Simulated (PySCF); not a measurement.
**Br: ionisation energy**

Br [Ar] 3d10 4s2 4p5 [4p1/2^2 4p3/2^3, M_J = 3/2] → Br⁺ [Ar] 3d10 4s2 4p4 [4p1/2^2 4p3/2^2, M_J = 2], as a difference of total energies. All numbers are calculated (PySCF 2.14, the two-component X2C-1e Hamiltonian, in x2c-TZVPall-2c (6s7p4d1f, 54 functions)). Correlated levels: [Ne] frozen. "Screened" scales the spin-orbit matrix elements by Boettger's factors to mimic the two-electron term; Breit and QED terms are absent.

```
                    method  ionisation energy (eV)  error (eV)
           GHF (spin-free)                  10.731      -1.083
          GMP2 (spin-free)                  11.599      -0.215
 GHF (screened spin-orbit)                  10.674      -1.140
GMP2 (screened spin-orbit)                  11.545      -0.269
```

Reference: 11.814 eV (measured; NIST Atomic Spectra Database, ionization energies).

The spin-free rows relax to the high-spin LS determinant and lack the spin-orbit shift.

Errors of the correlated levels include the incompleteness of this basis and the frozen core.

The labels give the starting determinants; with spin-orbit coupling the two ends relaxed to ⟨J²⟩ = 3.76, ⟨L²⟩ = 2.01, ⟨S²⟩ = 0.76 and ⟨J²⟩ = 6.02, ⟨L²⟩ = 2.11, ⟨S²⟩ = 1.96.
